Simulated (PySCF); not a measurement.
## `CC#C/C=C/[CH+]CBr`, [C₇H₈Br]+, charge +1

Geometry (Å), atoms numbered from 1 in this order:
```xyz
16

C     3.899    0.059   -0.807
C     2.601    0.192   -0.265
C     1.480    0.312    0.209
C     0.239    0.468    0.755
C    -0.941    0.078    0.119
C    -2.160    0.237    0.718
C    -3.439   -0.081    0.075
Br   -3.950    1.757   -0.517
H     3.894   -0.538   -1.719
H     4.570   -0.381   -0.065
H     4.291    1.056   -1.031
H     0.187    0.918    1.741
H    -0.875   -0.362   -0.868
H    -2.216    0.687    1.703
H    -3.368   -0.705   -0.813
H    -4.219   -0.420    0.754
```

Total charge +1.

Method used: PySCF, GIAO HF/pcSseg-1 magnetisability, rotational g tensor and spin-rotation constants, non-relativistic, gas phase. Geometry: GFN2-xTB.

The calculation is non-relativistic, which matters for the atoms heavier than Zn. For an ion the centre-of-mass motion in the field is neglected.

**Question.** Give the nuclear spin-rotation constants along the inertial axes (H = +C I·J) beside the isotropic shieldings.

**Answer.** Rotational constants 4.8277, 0.3572, 0.3439 GHz. A star marks the isotopologue with that one atom substituted, in its own axes.
```csv
atom,isotope,Caa (kHz),Cbb (kHz),Ccc (kHz),mean (kHz),σ (ppm)
Br8,79Br,6.122,0.299,0.705,2.375,2213.9
H9,1H,-0.521,-0.041,0.002,-0.187,28.6
H10,1H,-0.158,-0.026,-0.039,-0.074,28.4
H11,1H,-0.490,-0.007,-0.034,-0.177,28.4
H12,1H,-0.557,-0.039,0.028,-0.190,23.3
H13,1H,-0.541,-0.041,0.023,-0.186,24.7
H14,1H,-0.531,-0.041,0.030,-0.181,23.1
H15,1H,-0.510,-0.045,0.009,-0.182,27.4
H16,1H,-0.216,-0.015,-0.040,-0.091,27.3
C1,13C*,0.595,0.037,0.039,0.224,182.9
C2,13C*,2.548,0.134,0.156,0.946,-40.1
C3,13C*,0.087,0.101,0.108,0.099,123.6
C4,13C*,2.648,0.071,0.173,0.964,-16.8
C5,13C*,1.647,0.060,0.143,0.617,55.5
C6,13C*,2.277,0.069,0.199,0.848,-15.3
C7,13C*,0.798,0.052,0.056,0.302,153.4
```
For the geometry as given, no vibrational averaging.

**Question.** How do the rotational constants and the g tensor change when H9, H10, H11, H12, H13, H14, H15, H16 are replaced by deuterium?

**Answer.** Constants 3.9566, 0.3274, 0.3160 GHz; g -0.0169, 0.0076, 0.0042, against -0.0195, 0.0085, 0.0048 before.
